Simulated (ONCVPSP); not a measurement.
**Cd (Z = 48): variants of one ONCV potential**

Base potential:

* Element: Cd (Z = 48)
* Generator: ONCVPSP 4.0.1
* Type: optimised norm-conserving Vanderbilt (ONCV)
* Functional: PBE
* Relativity: non-relativistic
* Frozen core: [Ar] 3d10
* Valence charge: 20
* Reference configuration: 4s2 4p6 4d10 5s2
* Partial waves: 4s+5s: rc 1.35 bohr, ncon 3, nbas 7, qcut 7.7 1/bohr, 2 projectors; 4p: rc 1.60 bohr, ncon 3, nbas 6, qcut 10.3 1/bohr, 2 projectors, debl 2.3 Ha; 4d: rc 1.85 bohr, ncon 4, nbas 9, qcut 7.2 1/bohr, 3 projectors, debl 3.5 Ha
* Local potential: polynomial inside 0.95 bohr (lpopt 4, dvloc0 0 Ha)
* Core correction: polynomial model core, fcfact 0.55

In the p channel the program set the typed energies aside and used -2.395, 0.250 Ha.

Cutoffs, loose and tight: the cutoffs (Ha) at which the residual kinetic energy of the hardest occupied pseudo-wave falls to 1 and 0.1 mHa per electron. They do not see the model core or the augmentation charge, which bear on the density cutoff. Test errors are all-electron minus pseudo excitation energies from the reference, over the configurations 4s2 4p6 4d10 5s1; 4s2 4p6 4d10 5s0; 4s2 4p6 4d9 5s0; 4s2 4p6 4d9 5s2 5p1. A dash means not determined; rows that change the core or the reference have their own tests.

| change | outcome | cutoff, loose | cutoff, tight | bound ghosts | GHOST(+) flags above zero | largest test error (meV) |
| --- | --- | --- | --- | --- | --- | --- |
| base | generated, projector energies reset by the program | 24 Ha | 29 Ha | none | s | +31 |
| p: qcut 7 | generated, projector energies reset by the program | 24 Ha | 29 Ha | none | s | +30 |
| p: qcut 8.7 | generated, projector energies reset by the program | 24 Ha | 29 Ha | none | s | +31 |
| p: qcut 10.1 | generated, projector energies reset by the program | 24 Ha | 29 Ha | none | s | +31 |
| p: qcut 13.3 | generated, projector energies reset by the program | 24 Ha | 34 Ha | none | s | +31 |
| p: qcut 14.9 | generated, projector energies reset by the program | 24 Ha | 34 Ha | none | s | +31 |

**Question.** What comes out with this change to the base: p: qcut 11.4?

**Answer.** outcome: generated, projector energies reset by the program; cutoff, loose: 24 Ha; cutoff, tight: 31 Ha; bound ghosts: none; GHOST(+) flags above zero: s; largest test error (meV): +31.

Reading the sweep of the qcut of the p channel (base included, trends over the rows without a ghost): The loose cutoff stays near 24 Ha. The median size of the test errors (rows with all tests solved) stays near 5.9 meV.
